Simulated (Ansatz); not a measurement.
A geometry relaxed with r2SCAN-D4/def2-TZVPD in Ansatz (a first-principles code), charge 0, multiplicity 1:

```xyz
5

Cl     1.9217     0.0154     0.1556
H     -0.6001     1.3936    -0.1569
H     -0.6950    -0.6105     1.2129
Si    -0.1285    -0.0010    -0.0104
H     -0.4980    -0.7975    -1.2012
```

**Question.** Write the SMILES of this molecule.

**Answer.** `[SiH3]Cl`
